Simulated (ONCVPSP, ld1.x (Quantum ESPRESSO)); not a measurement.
# Potentials for silicon (Si) compared

Generated with ld1.x 7.5 (TM, RRKJ, ultrasoft, PAW), atompaw 4.2 or ONCVPSP 4.0.1. The cutoff is in Ry: for ld1.x and atompaw files where the sum of valence levels is converged to 10 mRy in a Bessel basis, for ONCV files where the hardest occupied wave has 1 mHa per electron of residual kinetic energy. The error is the largest all-electron minus pseudo excitation energy over each file’s own four to seven test configurations (ionisations up to +4, promotions, holes and added fractions of an electron), all of which were solved. The labels leave out finer settings (local radius, basis sizes, second energies), which also bear on the numbers. Spin-polarised tests are not counted. The rows are a selection from randomly drawn settings: files with unsolved tests, undetermined cutoffs or missed reference levels are left out.

| potential | cutoff (Ry) | largest error (meV) | bound ghosts |
| --- | --- | --- | --- |
| ONCV, PBE, scalar-relativistic, rc 1.65/1.70/1.60 (spd), local smoothed, core correction yes, reference 3s2 3p1, qcut 4.5/4/7.1, projectors 3/2/1 | 16 | +36 | none |
| RRKJ, PBE, scalar-relativistic, rc 1.75/1.55 (sp), local s, core correction yes, reference 3s2 3p1 | 25 | +46 | none |
| RRKJ, PBE, scalar-relativistic, rc 1.65/1.50 (sp), local s, core correction yes, reference 3s2 3p2 | 35 | +75 | none |
| ONCV, PBEsol, scalar-relativistic, rc 1.00/1.10 (sp), local smoothed, core correction yes, reference 2s2 2p6 3s2 3p1.5, qcut 15.9/13.4, projectors 2/2 | 148 | +1.7 | none |
| ONCV, PBE, scalar-relativistic, rc 1.60/2.00/1.55 (spd), local smoothed, core correction yes, reference 3s1 3p3, qcut 4.7/4.4/5.8, projectors 2/2/1 | 16 | -1.4 | none |

**Question.** Fill in the row for Si: TM semilocal, PBE, non-relativistic, rc 1.85/1.45/1.45 (spd), local s, core correction yes, reference 3s2 3p0.5.

**Answer.** cutoff 30 Ry, largest error +12 meV, bound ghosts: none.

**Question.** Fill in the row for Si: TM semilocal, PBE, scalar-relativistic, rc 1.50/2.10/2.25 (spd), local s, core correction no, reference 3s2 3p1.

**Answer.** cutoff 18 Ry, largest error +71 meV, bound ghosts: none.
